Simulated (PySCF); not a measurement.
Species, as SMILES: [BH] (BH) (closed-shell singlet).
Geometry (B3LYP-D3(BJ)/def2-TZVP, fixed):
```
B
H 1 1.2331
```
Charge 0, spin multiplicity 1.

Basis-set convergence of the mean static polarisability at PBE with PySCF. All functions are spherical. Density fitting with generated auxiliary sets. No added dispersion term, no relativity. Reference: the value in aug-cc-pV5Z, 24.14 bohr³. Deviations are taken from unrounded values. Cost is core time over that of def2-QZVPP, rough, on shared machines of one kind; a dash marks a row that isn't timed (too short, read off another run, short of memory, by another algorithm or on other hardware).

```csv
basis,functions,cost
def2-SVP,19,-
6-311+G**,28,-
aug-cc-pVDZ,32,-
"6-311++G(2d,2p)",37,-
def2-TZVP,37,-
def2-TZVPP,45,-
jun-cc-pV(T+d)Z,53,-
"6-311++G(3df,3pd)",57,-
aug-cc-pVTZ,69,0.6×
def2-QZVPP,87,1×
aug-cc-pVQZ,126,2×
aug-cc-pV5Z,207,5×
```

Question: Which is the smallest set listed that can be trusted to 5 % here, that is, within that of the reference together with its larger relatives (same family, alike in diffuse functions; a set with none to test it counts only in the reference's own line)?

Answer: The smallest set listed that lies within 5 % of the reference with all its larger relatives (same family, alike in diffuse functions; a set with none counts only in the reference's own line) is aug-cc-pVDZ (32 functions, -2.4 % off). Inside, with no larger relative to test it: 6-311++G(3df,3pd). Value minus reference over the reference: def2-SVP -19.6, 6-311+G** -11.0, aug-cc-pVDZ -2.4, 6-311++G(2d,2p) -7.2, def2-TZVP -11.7, def2-TZVPP -11.3, jun-cc-pV(T+d)Z -1.9, 6-311++G(3df,3pd) -2.3, aug-cc-pVTZ -0.5, def2-QZVPP -7.7, aug-cc-pVQZ -0.1, aug-cc-pV5Z 0.0 %.
